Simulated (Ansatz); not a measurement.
Basis-set extrapolation for C₆H₁₁ClO₂, SMILES `CCCOC(=O)CCCl` (PBE0-D4/def2-TZVP geometry, frozen core, Ansatz). Multiplicity 1, RHF reference.

```tsv
	def2-TZVPP	def2-QZVPP
HF	-843.029554	-843.059794
MP2 correlation	-1.665909	-1.787388
CCSD(T) correlation	-1.807245	not run
```

Energies in hartree. Use E(X) = E(∞) + A·exp(−7.88·√X) for Hartree–Fock and E(X) = E(∞) + B·X^(−2.97) for correlation, with X = 3 and 4, and add CCSD(T) minus MP2 of the smaller set to the MP2 limit.

Q: What is the CCSD(T) energy at the basis-set limit?

A: HF limit: -843.059794 + (-0.030240) × 0.13774 = -843.06396. MP2 limit: -1.787388 + (-0.121479) × 0.74074 = -1.87737. Higher-order term: -1.807245 − (-1.665909) = -0.14134. Total: -845.08267 hartree, 154.3 kcal/mol below CCSD(T)/def2-TZVPP.
